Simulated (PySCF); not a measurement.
# `[H]/N=C/C(C)(C)CC#C`, C₇H₁₁N

Cartesian coordinates in Å; atom numbers follow the order of the lines, from 1:
```xyz
19

C     2.955   -0.736    0.797
C     1.798   -0.490    0.976
C     0.396   -0.191    1.171
C    -0.335    0.089   -0.153
C    -0.263   -1.138   -1.069
C     0.287    1.301   -0.857
C    -1.782    0.393    0.113
N    -2.250    0.400    1.275
H     3.972   -0.954    0.659
H    -0.088   -1.032    1.673
H     0.299    0.681    1.822
H     0.776   -1.379   -1.277
H    -0.729   -1.998   -0.592
H    -0.773   -0.947   -2.012
H    -0.220    1.503   -1.799
H     1.337    1.105   -1.062
H     0.215    2.185   -0.228
H    -2.364    0.601   -0.798
H    -3.241    0.617    1.353
```

The calculation used GIAO B97-2/pcSseg-1 magnetisability, rotational g tensor and spin-rotation constants, non-relativistic, gas phase (PySCF). Geometry: GFN2-xTB.

Q: Give the nuclear spin-rotation constants along the inertial axes (H = +C I·J) beside the isotropic shieldings.

A: Rotational constants 3.4011, 1.3957, 1.2624 GHz. A star marks the isotopologue with that one atom substituted, in its own axes.
| atom | isotope | Caa (kHz) | Cbb (kHz) | Ccc (kHz) | mean (kHz) | σ (ppm) |
| --- | --- | --- | --- | --- | --- | --- |
| N8 | 14N | 0.963 | 0.279 | 0.046 | 0.429 | -66.9 |
| H9 | 1H | 0.030 | -0.154 | -0.142 | -0.089 | 30.4 |
| H10 | 1H | -0.341 | -0.086 | -0.018 | -0.148 | 29.3 |
| H11 | 1H | -0.340 | -0.085 | -0.019 | -0.148 | 29.3 |
| H12 | 1H | 0.077 | -0.139 | -0.136 | -0.066 | 29.9 |
| H13 | 1H | -0.368 | -0.111 | -0.023 | -0.167 | 31.1 |
| H14 | 1H | -0.249 | -0.017 | -0.148 | -0.138 | 30.9 |
| H15 | 1H | -0.249 | -0.018 | -0.148 | -0.138 | 30.9 |
| H16 | 1H | 0.077 | -0.139 | -0.136 | -0.066 | 29.9 |
| H17 | 1H | -0.368 | -0.111 | -0.024 | -0.167 | 31.1 |
| H18 | 1H | -0.006 | 0.035 | -0.124 | -0.032 | 23.4 |
| H19 | 1H | 0.549 | -0.125 | -0.158 | 0.089 | 21.5 |
| C1 | 13C* | 0.196 | 0.415 | 0.408 | 0.340 | 111.6 |
| C2 | 13C* | 0.029 | 0.495 | 0.474 | 0.333 | 100.1 |
| C3 | 13C* | 0.569 | 0.208 | 0.203 | 0.327 | 157.6 |
| C4 | 13C* | 0.561 | 0.280 | 0.228 | 0.356 | 142.6 |
| C5 | 13C* | 0.588 | 0.213 | 0.169 | 0.323 | 161.2 |
| C7 | 13C* | 1.782 | 0.604 | 0.264 | 0.883 | 6.1 |

For the geometry as given, no vibrational averaging.

Q: How do the rotational constants and the g tensor change when H9, H10, H11, H12, H13, H14, H15, H16, H17, H18, H19 are replaced by deuterium?

A: Constants 2.7006, 1.2138, 1.1024 GHz; g -0.0170, -0.0048, 0.0024, against -0.0213, -0.0055, 0.0029 before.
